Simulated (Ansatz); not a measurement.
Computed with Ansatz on PBE0-D4/def2-TZVP structures; ΔE is electronic, products minus reactants. CBS: MP2 limit from def2 TZ/QZ plus the TZ coupled-cluster correction, frozen cores. Each species was taken in one conformer, which may not be the lowest.

Reaction (formal exchange of groups at the Si–S bond): `O[SiH2]S[SiH3]` + `C=C[SiH3]` → `C=C([SiH3])[SiH2]O` + `[SiH3]S`

```json
{"species": "`O[SiH2]S[SiH3]`", "CCSD(T)/CBS(def2) energy (Eh)": "-1054.81115"}
{"species": "`C=C[SiH3]`", "CCSD(T)/CBS(def2) energy (Eh)": "-368.76077"}
{"species": "`C=C([SiH3])[SiH2]O`", "CCSD(T)/CBS(def2) energy (Eh)": "-734.27296"}
{"species": "`[SiH3]S`", "CCSD(T)/CBS(def2) energy (Eh)": "-689.27336"}
```

Task: Work out ΔE.

Result: ΔE = (-734.27296) + (-689.27336) − (-1054.81115) − (-368.76077) = 0.02560 Eh = +0.70 eV.

Largest T1 diagnostic among the species: 0.012.
